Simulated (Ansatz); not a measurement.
Basis sets compared for Rb₂H₂ (the lowest singlet isomer of a short search). Total charge 0; singlet. Geometry r2SCAN-D4/def2-TZVP. Ansatz on 4 threads of Intel Xeon on a shared host; times are rough, and most runs start from earlier orbitals.

Cartesian coordinates in Å:
```
Rb -0.1104 1.5197 -1.2461
Rb 0.1104 -1.5197 1.2461
H -1.6777 0.3142 0.5317
H 1.6776 -0.3142 -0.5317
```

In the def2 sets Rb takes a core potential; there is no spin–orbit coupling. The structure comes from a short search, and lower isomers may exist.

Binding counts from free atoms (Rb doublet, H doublet) in the same basis, without a counterpoise term.

```tsv
level	functions	energy (Eh)	HOMO (eV)	LUMO (eV)	binding per atom (eV)	wall time
PBE-D4/def2-SVP	58	-49.3339	-3.12	-1.08	1.18	0.45 s
PBE-D4/def2-TZVP	78	-49.3376	-3.16	-1.08	1.18	0.65 s
r2SCAN-D4/def2-TZVP	78	-49.3702	-3.23	-0.41	1.21	0.95 s
PBE0-D4/def2-SVP	58	-49.3350	-4.06	-0.60	1.17	0.45 s
PBE0-D4/def2-TZVP (with forces)	78	-49.3384	-4.10	-0.59	1.18	0.9 s
```

Task: Estimate the rows for PBE-D4/def2-TZVPD, r2SCAN-D4/def2-TZVPD, PBE0-D4/def2-TZVPD.

Result: 
```csv
level,functions,energy (Eh),HOMO (eV),LUMO (eV),binding per atom (eV),wall time
PBE-D4/def2-TZVPD,84,-49.3384,-3.14,-1.06,1.19,0.65 s
r2SCAN-D4/def2-TZVPD,84,-49.3712,-3.21,-0.40,1.22,1.1 s
PBE0-D4/def2-TZVPD,84,-49.3395,-4.08,-0.57,1.18,0.7 s
```
